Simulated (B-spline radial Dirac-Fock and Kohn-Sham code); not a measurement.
What relativity does to the binding energies of Ag⁺

System: Ag⁺, [Kr] 4d10.

Both columns are ΔSCF binding energies of the configuration average from an atomic code on a B-spline grid: non-relativistic Hartree-Fock with a point nucleus, and Dirac-Fock with a finite nucleus and the Coulomb interaction alone, averaged over the two j levels with weights 2j+1.

```tsv
shell	Hartree-Fock (eV)	Dirac-Fock (eV)	shift (eV)	shift (%)
1s	24813.4	25608.6	+795.22	+3.20
2s	3644.7	3837.2	+192.52	+5.28
2p	3377.9	3432.5	+54.61	+1.62
3s	698.7	738.4	+39.63	+5.67
3p	590.4	602.4	+12.02	+2.04
3d	391.4	386.1	-5.26	-1.34
4s	112.6	120.0	+7.40	+6.57
4p	77.20	79.22	+2.02	+2.61
4d	20.31	19.88	-0.42	-2.08
```

Relativity binds 1s, 2s, 2p, 3s, 3p, 4s, 4p more strongly, among those listed most of all 4s in relative terms, and 3d, 4d more weakly, because the contracted s and p shells screen the nucleus better.

Values without a named source are computed, but for edge energies of neutral atoms, which are taken from tables.
